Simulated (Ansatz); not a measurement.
Ideal-gas functions of CH$_{5}$AlNO, SMILES `C[O][Al][NH2]` radical at 400 K and 1 bar, from an Ansatz frequency run at PBE0-D4/def2-TZVP.

Molar mass 74.04 g/mol, point group Cs (symmetry number 1), electronic degeneracy 2, moments of inertia 17.392, 177.228, 191.459 u Å². Harmonic wavenumbers (cm⁻¹, unscaled): 70, 89, 118, 222, 308, 344, 611, 694, 832, 1182, 1190, 1234, 1485, 1493, 1501, 1549, 3002, 3063, 3074, 3597, 3701.

Use S(trans) = R[1.5 ln M + 2.5 ln T − 1.1517]; rotational temperatures θ = 24.2544 K / I; S(rot) = R[ln(√π/σ · √(T³/θAθBθC)) + 1.5]; for each mode x = 1.438777 ν̃/T, S = R[x/(eˣ − 1) − ln(1 − e⁻ˣ)] and H = RT x/(eˣ − 1); 1 cm⁻¹ = 0.0119627 kJ/mol; R = 8.31446 J/(mol·K).

**Question.** By hand: the entropy, in J/(mol·K).

**Answer.** Translation 168.6. Rotation: θ = 1.3946, 0.1369, 0.1267 K, giving 107.4. Vibration, mode by mode: 19.80, 17.82, 15.50, 10.40, 7.88, 7.05, 3.26, 2.58, 1.74, 0.63, 0.62, 0.54, 0.25, 0.25, 0.24, 0.21, 0.00, 0.00, 0.00, 0.00, 0.00, in all 88.8. Electronic 5.8. Sum 370.6 J/(mol·K).

**Question.** By hand: H − E and G − E in kJ/mol, counted from the electronic energy.

**Answer.** Zero-point energy ½ × 29359 × 0.0119627 = 175.6; thermal vibration 17.2; translation, rotation and pV give 4 RT = 13.3. H − E = 206.1 kJ/mol, and G − E = 206.1 − 400 × 370.6/1000 = 57.9 kJ/mol.

Vibration gives 24 % of the entropy, 53.1 J/(mol·K) of it from the modes under 150 cm⁻¹: soft modes count most, and the harmonic formula is weakest for them. The sum counts one conformer and one mirror image; others add a mixing term.
